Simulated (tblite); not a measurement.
Compound: C2H7BO (charge -1 and doublet state).
Bonds: B1–O2, O2–C3, C3–C4. Hydrogens: H5, H6 on B1; H7, H8 on C3; H9, H10, H11 on C4.

Computed with GFN2-xTB (tblite), gas phase: L-BFGS steps from a force-field or distance-geometry start until the largest atomic force falls under 0.01 eV/Å.

Step 10: E = -360.7351 eV
```
atom  x, y, z in Å  |  force x, y, z in eV/Å
B1      2.1011    0.3314   -0.5706    0.016   0.055  -0.067
O2      0.5952    0.5537   -0.7270   -0.013   0.014  -0.016
C3     -0.1303   -0.1504    0.1942   -0.019  -0.036   0.042
C4     -1.6446    0.0820    0.0240    0.035   0.008  -0.011
H5      2.4921    0.7278    0.5430    0.050  -0.008   0.028
H6      2.3945   -0.8637   -0.7615    0.043  -0.027   0.011
H7      0.1598    0.1300    1.2358   -0.069   0.005  -0.006
H8      0.0745   -1.2456    0.1161   -0.070   0.006   0.001
H9     -1.8654    1.1419    0.1357   -0.001   0.014   0.014
H10    -2.2218   -0.4816    0.7598    0.030  -0.014   0.016
H11    -1.9498   -0.2228   -0.9753   -0.003  -0.017  -0.013
```

Step 11: E = -360.7359 eV
```
atom  x, y, z in Å  |  force x, y, z in eV/Å
B1      2.1042    0.3322   -0.5716   -0.011   0.038  -0.053
O2      0.5961    0.5520   -0.7253   -0.001   0.025  -0.027
C3     -0.1321   -0.1512    0.1955    0.014  -0.005   0.000
C4     -1.6450    0.0826    0.0232    0.014   0.000   0.000
H5      2.4972    0.7269    0.5415    0.046   0.002   0.031
H6      2.3996   -0.8627   -0.7613    0.038  -0.026   0.003
H7      0.1571    0.1316    1.2361   -0.067  -0.014   0.007
H8      0.0712   -1.2458    0.1145   -0.065  -0.007   0.024
H9     -1.8689    1.1413    0.1369    0.011   0.031   0.003
H10    -2.2212   -0.4807    0.7588    0.013  -0.034   0.040
H11    -1.9528   -0.2237   -0.9744    0.008  -0.009  -0.029
```

Step 12: E = -360.7366 eV
```
atom  x, y, z in Å  |  force x, y, z in eV/Å
B1      2.1067    0.3338   -0.5735   -0.026   0.010  -0.022
O2      0.5968    0.5511   -0.7242    0.012   0.022  -0.022
C3     -0.1335   -0.1519    0.1965    0.029   0.026  -0.038
C4     -1.6453    0.0832    0.0226   -0.016  -0.005   0.008
H5      2.5025    0.7263    0.5410    0.034   0.008   0.014
H6      2.4048   -0.8625   -0.7610    0.027  -0.008  -0.005
H7      0.1536    0.1326    1.2364   -0.054  -0.026   0.019
H8      0.0672   -1.2460    0.1137   -0.051  -0.018   0.037
H9     -1.8717    1.1413    0.1379    0.021   0.031  -0.007
H10    -2.2205   -0.4805    0.7587    0.007  -0.040   0.046
H11    -1.9552   -0.2246   -0.9741    0.017   0.000  -0.029
```

Problem. Estimate the geometry and energy of step 13. (The exact step hangs on the optimiser's Hessian estimate; all steps are aligned on step 12, rigid shifts and turns removed.)

Solution. E = -360.7371 eV, largest force 0.069 eV/Å
```
atom  x, y, z in Å  |  force x, y, z in eV/Å
B1      2.1085    0.3353   -0.5755   -0.024  -0.015   0.011
O2      0.5976    0.5507   -0.7238    0.018   0.011  -0.009
C3     -0.1343   -0.1520    0.1967    0.021   0.039  -0.053
C4     -1.6460    0.0836    0.0223   -0.033  -0.007   0.010
H5      2.5078    0.7260    0.5408    0.018   0.011  -0.010
H6      2.4098   -0.8626   -0.7610    0.013   0.013  -0.012
H7      0.1496    0.1329    1.2370   -0.037  -0.029   0.020
H8      0.0629   -1.2465    0.1137   -0.033  -0.018   0.039
H9     -1.8736    1.1417    0.1387    0.026   0.017  -0.014
H10    -2.2197   -0.4810    0.7594    0.010  -0.031   0.034
H11    -1.9570   -0.2253   -0.9743    0.022   0.009  -0.016
```

The energy changes by -0.0005 eV. The first-order estimate −F·Δx gives -0.0007 eV and the mean of the old and new forces, exact on a quadratic surface, -0.0005 eV. The step makes an angle of 62° with the force vector and moves no atom by more than 0.005 Å.

What follows is the cost of the whole relaxation. Time: under 0.1 s. Hardware: one thread of an Arm Neoverse V2, shared host with 96 logical CPUs at a one-minute load of 16.
